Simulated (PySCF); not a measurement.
Species: C3H11BF2P2.
SMILES with atom numbers: `[CH3:1][B-:2]([CH3:3])([CH3:4])[P+:5]([F:6])([F:7])[PH2:8]` (hydrogens: H9, H10, H11 on C1; H12, H13, H14 on C3; H15, H16, H17 on C4; H18, H19 on P8)

Theory: PBE0-D3(BJ)/def2-SVP geometry optimisation, gas phase (PySCF).

(1) Give the optimised bond lengths and angles.

## Answers

(1) 
```tsv
bond	length (Å)
C1–B2, B2–C3, B2–C4	1.627
B2–P5	1.931
P5–F6, P5–F7	1.595
P5–P8	2.204
C1–H9 and 8 like bonds	1.103
P8–H18, P8–H19	1.429
```

Bonds in one row agree within 0.01 Å and their mean is given. A selection of angles:
```tsv
angle	degrees
B2–C1–H9	114.3
B2–C1–H10	106.5
H9–C1–H10	106.7
C1–B2–C3	114.4
C1–B2–P5	103.8
C3–B2–P5	104.6
B2–C3–H13	106.7
H12–C3–H13	106.5
B2–C4–H15	114.6
B2–P5–F6	113.2
B2–P5–P8	125.3
F6–P5–F7	100.1
F6–P5–P8	100.3
P5–P8–H18	90.1
H18–P8–H19	93.1
```

Dihedral angles: C1–B2–P5–F6 57° (synclinal).

All 3 B–C bonds measure 1.627 to 1.628 Å. B2 (four-coordinate boron) is distorted tetrahedral (angles from 103.8° to 114.4°). P5 (phosphorus bonded to B, 2 F and P) has angles from 100.1° to 125.3°. P8 (three-coordinate phosphorus) is pyramidal (angles 93.1°, 90.1° and 90.1°, sum 273.4°, 0.90 Å off the plane of its three neighbours).

Stationary, but not proved a minimum. The numbers are those of one conformer (B2–P5–P8–H -46° and 47°).

On an Arm Neoverse V2 with one thread, no GPU, shared host, this took 1.9 min and 0.73 GiB of memory at its peak. These figures are those of the optimisation.
